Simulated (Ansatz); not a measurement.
Relaxation of a periodic cell of 19 atoms, AgC$_{18}$ (surface graphene monolayer, adsorbate Ag), to a largest force component of 0.03 eV/Å in at most 60 steps.

Theory: Ansatz 0.2.0, DFT PBE, scalar-relativistic, plane waves, PAW. Settings: cutoff 420 eV, k mesh 2x2x1, gaussian smearing 0.02 eV, spin collinear.

```xyz
19
Lattice="7.3980 0.0000 0.0000 -3.6990 6.4069 0.0000 0.0000 0.0000 13.0000" Properties=species:S:1:pos:R:3
C 0.000 0.000 1.000
C 1.233 0.712 1.000
C -1.233 2.136 1.000
C 0.000 2.847 1.000
C -2.466 4.271 1.000
C -1.233 4.983 1.000
C 2.466 0.000 1.000
C 3.699 0.712 1.000
C 1.233 2.136 1.000
C 2.466 2.847 1.000
C 0.000 4.271 1.000
C 1.233 4.983 1.000
C 4.932 0.000 1.000
C 6.165 0.712 1.000
C 3.699 2.136 1.000
C 4.932 2.847 1.000
C 2.466 4.271 1.000
C 3.699 4.983 1.000
Ag 2.882 4.074 3.210
```

Where does it end, and by what steps?

It converged. The force dipped under the threshold on the way, but the program's further checks kept it going. Limits of this set-up: slab without dipole correction. After 9 steps the energy has fallen by 0.283 eV; Ag19 moved furthest, 1.42 Å. Parted: C17–Ag19, C18–Ag19.

```json
{"step": "0", "energy less start (eV)": "0.0000", "largest force component (eV/Å)": "1.126", "accepted": "yes"}
{"step": "1", "energy less start (eV)": "-0.1634", "largest force component (eV/Å)": "0.497", "accepted": "yes"}
{"step": "2", "energy less start (eV)": "-0.2209", "largest force component (eV/Å)": "0.208", "accepted": "yes"}
{"step": "3", "energy less start (eV)": "-0.2475", "largest force component (eV/Å)": "0.114", "accepted": "yes"}
{"step": "4", "energy less start (eV)": "-0.2639", "largest force component (eV/Å)": "0.053", "accepted": "yes"}
{"step": "5", "energy less start (eV)": "-0.2729", "largest force component (eV/Å)": "0.071", "accepted": "yes"}
{"step": "6", "energy less start (eV)": "-0.2793", "largest force component (eV/Å)": "0.049", "accepted": "yes"}
{"step": "7", "energy less start (eV)": "-0.2824", "largest force component (eV/Å)": "0.036", "accepted": "yes"}
{"step": "8", "energy less start (eV)": "-0.2830", "largest force component (eV/Å)": "0.005", "accepted": "yes"}
{"step": "9", "energy less start (eV)": "-0.2830", "largest force component (eV/Å)": "0.011", "accepted": "yes"}
```

```xyz
19
Lattice="7.3980 0.0000 0.0000 -3.6990 6.4069 0.0000 0.0000 0.0000 13.0000" Properties=species:S:1:pos:R:3
C 0.025 -0.010 0.925
C 1.258 0.701 0.925
C -1.208 2.125 0.926
C 0.025 2.837 0.926
C -2.441 4.261 0.925
C -1.208 4.973 0.925
C 2.491 -0.010 0.925
C 3.724 0.702 0.925
C 1.258 2.125 0.925
C 2.491 2.836 0.927
C 0.025 4.261 0.925
C 1.258 4.973 0.928
C 4.957 -0.010 0.925
C 6.190 0.701 0.926
C 3.724 2.125 0.925
C 4.957 2.837 0.926
C 2.491 4.261 0.932
C 3.725 4.973 0.927
Ag 2.432 4.261 4.541
```

Whether the end is a true minimum wasn't checked by a vibrational analysis.

Run time: 3.1 min on 2 threads of Arm Neoverse V1, with other jobs on the host, peak memory 1 GiB.
